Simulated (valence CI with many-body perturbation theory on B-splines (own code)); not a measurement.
# Ni XXII: magnetic and hyperfine properties of the levels

Computed by valence CI with perturbative core correlation (CI+MBPT): five valence electrons over a frozen Dirac-Fock core [He], a basis of 11 s, 11 p, 10 d, 8 f, 5 g, 2 h functions for each j, with the one-electron correlation potential Σ1, the two-electron term Σ2, the three-electron term Σ3, Breit, model QED; selected CI, second order for the rest, scaled by the run's own slope (own B-spline code, finite nucleus).

No measured levels were compared; by estimate levels of excited configurations hold to 0.05 to 0.15 % of their energy, terms of the ground configuration to about 0.5 %. Among the levels kept, up to 5500 cm⁻¹ of a level comes from second order outside the variational space, and about a tenth of that is noise between levels of different J, which matters for small intervals.

A/g_I is the dipole constant over the nuclear g factor μ/I (μ in nuclear magnetons, uniformly magnetised nucleus), B/Q the quadrupole constant per barn. Both hold the static response of the core; the bare values leave it out. Large factors of s and p1/2 electrons are usually good to 5 to 10 %; those of open d and f shells near neutrality can be off by tens of per cent, and small factors of p3/2, d and f electrons come from cancelling terms and can be off by a factor of two or in sign, in half-filled shells by more. B is blank for J = 1/2, where it vanishes, and for nearly pure S terms. Energies count from the lowest level.

Names give the largest LS component (configuration and term), which can be under half, so a name can repeat, a term be missing and a line seem to break the LS rules; names also repeat where a configuration has a term twice. Letters in brackets count levels of one name in rising energy.

```tsv
Level	E (Ry)	g	A/g_I (MHz)	A/g_I bare	B/Q (MHz/b)	B/Q bare
2s2 2p3 4S°_3/2	0.000	1.842	10900	15300	13500	13600
2s2 2p3 2D°_3/2	1.438	1.051	25700	26200	59200	59400
2s2 2p3 2D°_5/2	1.910	1.196	65800	66700	-482	-484
2s2 2p3 2P°_1/2	2.762	0.660	189000	186000		
2s2 2p3 2P°_3/2	3.649	1.230	37600	39000	-73400	-73700
2s 2p4 4P_5/2	7.729	1.579	147000	147000	57700	57900
2s 2p4 4P_3/2	8.593	1.705	111000	112000	-51300	-51500
2s 2p4 4P_1/2	8.821	2.610	326000	324000		
2s 2p4 2D_3/2	10.723	0.865	-35400	-32700	-78500	-78800
2s 2p4 2D_5/2	10.970	1.213	179000	176000	-122000	-123000
2s 2p4 2S_1/2	12.261	1.649	336000	329000		
2s 2p4 2P_3/2	12.756	1.286	6160	10200	52200	52400
2s 2p4 2P_1/2	14.008	1.066	336000	325000		
2p5 2P°_3/2	19.967	1.330	31300	34500	-62700	-63000
2p5 2P°_1/2	21.338	0.660	190000	186000		
2s2 2p2 3s 4P_1/2	77.679	2.274	146000	144000		
2s2 2p2 3s 4P_3/2	78.596	1.702	44500	45800	45900	46100
2s2 2p2 3s 2P_1/2	78.881	1.071	-42200	-38900		
2s2 2p2 3s 4P_5/2	79.066	1.488	83300	84100	-14300	-14300
2s2 2p2 3s 2P_3/2	79.345	1.133	57300	59400	-3720	-3730
2s2 2p2 3p 4D°_1/2	79.702	0.714	51000	50600		
2s2 2p2 3p 4D°_3/2 [a]	80.253	1.335	10100	10900	18300	18400
2s2 2p2 3p 2S°_1/2	80.591	1.471	-19100	-15500		
2s2 2p2 3s 2D_5/2	80.602	1.305	70600	70600	79600	79900
2s2 2p2 3s 2D_3/2	80.731	1.020	19800	21700	36600	36800
2s2 2p2 3p 4D°_3/2 [b]	80.862	1.226	45600	46800	-12700	-12700
2s2 2p2 3p 4D°_5/2	81.053	1.366	16600	18100	38400	38500
2s2 2p2 3p 4P°_1/2	81.190	2.160	-45100	-40800		
2s2 2p2 3p 2D°_5/2 [a]	81.202	1.338	46700	48100	15800	15900
2s2 2p2 3p 2D°_3/2 [a]	81.378	1.198	47000	47300	-34600	-34700
2s2 2p2 3p 4D°_7/2	81.532	1.356	40500	41800	-1490	-1500
2s2 2p2 3p 4S°_3/2	81.726	1.777	46800	49500	11000	11000
2s2 2p2 3s 2S_1/2	81.940	1.984	162000	159000		
2s2 2p2 3p 2P°_3/2 [a]	81.959	1.278	24900	26900	23900	24000
2s2 2p2 3p 2F°_5/2	82.069	1.212	50900	51800	8820	8860
2s2 2p2 3p 2P°_1/2 [a]	82.342	0.858	126000	126000		
2s2 2p2 3d 4F_3/2	82.586	0.696	9430	8880	-16.8	32.8
2s2 2p2 3d 4F_5/2 [a]	82.865	1.176	1650	1790	4200	4280
2s 2p3 3s 6S°_5/2 [a]	82.938	1.542	97500	97800	23300	23400
2s 2p3 3s 6S°_5/2 [b]	83.004	1.555	92300	92800	20600	20700
```

Problem. Take the isotope of mass number 61, with I = 3/2, μ = -0.74965 μN and Q = 0.162 b. What is the hyperfine structure of 2s 2p4 4P_1/2?

Solution. From the table A = -163000 MHz. Shifts from the centre of gravity in MHz: F = 1: 204000, F = 2: -122000.
